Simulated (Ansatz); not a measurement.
`BBC` + `CCC` → `CBC(C)C` + BH₃  (formal exchange of groups at a B–B bond)

Calculated with Ansatz (gas phase, PBE0-D4/def2-TZVP geometries, no zero-point term in ΔE). CBS: MP2 limit from def2 TZ/QZ plus the TZ coupled-cluster correction, frozen cores. This one scheme is used for every species. DFT in def2-TZVPP. Each species was taken in one conformer, which may not be the lowest.

`BBC`:

Z-matrix (Å, degrees):
```
C
B 1 1.564
H 1 1.091 2 116.3
H 1 1.100 2 106.4 3 120.0
H 1 1.095 2 111.4 3 -126.3
B 2 1.639 1 128.0 3 -9.5
H 2 1.210 1 116.2 3 172.3
H 6 1.201 2 122.0 1 93.1
H 6 1.201 2 122.4 1 -89.2
```

`CCC`:

Cartesian coordinates in Å:
```
C -0.004 0.493 1.187
C -0.024 -0.600 0.132
C 0.022 -0.049 -1.284
H -0.861 1.164 1.073
H 0.901 1.102 1.105
H -0.037 0.080 2.197
H 0.825 -1.274 0.289
H -0.923 -1.212 0.257
H 0.007 -0.849 -2.029
H 0.928 0.541 -1.447
H -0.833 0.604 -1.479
```

`CBC(C)C`:

```xyz
16

C    -1.421    0.948   -1.359
B    -0.512    1.027   -0.097
C     0.152   -0.192    0.629
C     0.080   -1.535   -0.087
C     1.575    0.116    1.102
H    -1.259    1.791   -2.037
H    -1.374    0.013   -1.922
H    -2.457    1.068   -1.008
H    -0.356    2.106    0.417
H    -0.471   -0.258    1.542
H    -0.945   -1.800   -0.358
H     0.478   -2.343    0.535
H     0.668   -1.519   -1.011
H     1.618    1.049    1.668
H     1.965   -0.686    1.735
H     2.257    0.215    0.251
```

BH₃:

```xyz
4

B     0.000    0.000    0.000
H     0.823    0.349    0.791
H    -1.069    0.531   -0.023
H     0.246   -0.880   -0.768
```

| level | ΔE (kcal/mol) |
| --- | --- |
| LDA (SPW92) | 3.7 |
| r2SCANh-D4 | 2.4 |
| r2SCAN0-D4 | 1.8 |
| ωB97X-V | 1.1 |
| BHLYP | 2.2 |
| HF/def2-SVP | 0.8 |
| HF/def2-TZVPP | 1.2 |
| MP2/def2-QZVPP | -1.7 |

Question: What does CCSD(T)/CBS give? (An estimate is asked.)

Answer: Computed: 0.0 kcal/mol. The listed levels differ from it by 3.7, 2.4, 1.8, 1.1, 2.2, 0.8, 1.2, -1.7 kcal/mol.

Largest T1 diagnostic among the species: 0.011.

Leaving LDA and LC-ωPBE aside and taking each functional with its dispersion term where it has one, the values, not all of them listed here, spread over 3.9 kcal/mol, from ωB97M-V to B97M-V. LDA lies −1.4 kcal/mol from PBE without D4. In def2-TZVPP, CCSD(T) changes the Hartree–Fock value by −1.5 kcal/mol (the triples alone add −0.4 kcal/mol) and MP2 by −3.1 kcal/mol.
